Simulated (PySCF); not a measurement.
PySCF 2.14 output of an unrestricted wB97X calculation on a single atom or ion in aug-cc-pVDZ-DK, with the spin-free X2C one-electron Hamiltonian (Gaussian nucleus):

```
SCF conv_tol = 1e-09
number electrons alpha = 18  beta = 15
    J.-D. Chai and M. Head-Gordon.,  J. Chem. Phys. 128, 084106 (2008)
cycle= 1 E= -2428.96432431912  delta_E= -0.00619  |g|= 0.0281  |ddm|= 0.463
cycle= 2 E= -2428.96459150357  delta_E= -0.000267  |g|= 0.00785  |ddm|= 0.145
cycle= 3 E= -2428.96462540119  delta_E= -3.39e-05  |g|= 0.00177  |ddm|= 0.0172
cycle= 4 E= -2428.96464655702  delta_E= -2.12e-05  |g|= 0.00116  |ddm|= 0.0174
cycle= 5 E= -2428.96466880933  delta_E= -2.23e-05  |g|= 0.00034  |ddm|= 0.0316
cycle= 6 E= -2428.96467052322  delta_E= -1.71e-06  |g|= 3.19e-05  |ddm|= 0.0113
cycle= 7 E= -2428.96467052485  delta_E= -1.63e-09  |g|= 3.09e-06  |ddm|= 0.000404
cycle= 8 E= -2428.96467052487  delta_E= -1.46e-11  |g|= 3.69e-07  |ddm|= 2.6e-05
converged SCF energy = -2428.96467052487  <S^2> = 3.7519072  2S+1 = 4.0009535
```

The run itself started from symmetry-adapted Hartree-Fock orbitals and held the occupation by maximum overlap, on a logarithmic radial grid, so the iterations belong to that start.

Which element, charge and spin multiplicity is this?

Se⁺ (selenium, charge +1), multiplicity 4; the state was [Ar] 3d10 4s2 4p2 5s1, high-spin 4P determinant (an excited configuration).

The outer electron is Rydberg-like, and this basis confines it to a smaller radius and binds it less than a complete one would.
